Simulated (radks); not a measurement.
The mean radii <r> (bohr) of the occupied orbitals of an atom or ion are listed with their occupations. Method: scalar-relativistic Kohn-Sham, PBE, spin-polarised, spherical densities, finite nucleus; Fermi nuclear charge, rms radius of each element as measured or else 0.836 A^(1/3) + 0.57 fm; computed with a radial shooting solver on a logarithmic mesh with Libxc functionals.

orbital  occ.      <r>
1s          2  0.03111
2s          2   0.1349
2p          6   0.1177
3s          2   0.3685
3p          6   0.3676
3d         10   0.3458
4s          2   0.9126
4p          6    1.002
4d         10    1.387

Name the element and its charge. Open shells, if any, are filled with parallel spins first.

Answer. Z = 47, silver, charge +1: Ag+ in [Kr] 4d10. The 1s radius gives Z: for a bare nucleus <r> = (2 gamma + 1)/(2Z) with gamma = sqrt(1 - (Z/c)^2), 0.03062 bohr for Z = 47, and screening makes it slightly larger (0.03111 here). The occupations add up to 46, and the charge is Z minus that.
